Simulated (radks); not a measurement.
The numbers below are computed, except where a source is named.
Spherical quantum dot in the effective-mass picture: electrons in a hard-walled sphere of radius 1.39, all in effective atomic units (hartree* = m*/eps^2 hartree, bohr* = eps/m* bohr), one dielectric constant everywhere. Level of theory: non-relativistic Kohn-Sham, r2SCAN, spin-polarised, spherical densities, generalised Kohn-Sham scheme (a radial shooting solver with Libxc functionals). Levels are named by radial order and angular momentum (1s, 1p, 1d, 2s, ...), and open shells are averaged over m. Results are scaled to m* = 0.378 and eps = 10.7, for which hartree* = 89.84 meV and bohr* = 1.498 nm.

N = 26, configuration 1s2 1p6 1d10 2s(up 1, down 0) 1f(up 7, down 0). This is the lowest configuration that the search found. Occupied and some empty levels:

level,occupation,eigenvalue (meV),<r> (nm)
1s up,1,2479.1,1.260
1s down,1,2506.5,1.262
1p up,3,2640.9,1.368
1p down,3,2668.0,1.363
1d up,5,2888.0,1.440
1d down,5,2918.6,1.436
2s up,1,3198.5,0.9565
1f up,7,3210.2,1.494
1f down,0,3244.6,1.492
2s down,0,3255.0,0.9708
1g up,0,3601.7,1.537
1g down,0,3639.6,1.537
2p up,0,3655.3,1.092
2p down,0,3689.7,1.103
2d up,0,4173.7,1.187
2d down,0,4200.8,1.191

Energy (meV): total 47239.1, kinetic 20685, external 0, Hartree 29453, exchange-correlation -2899.1.
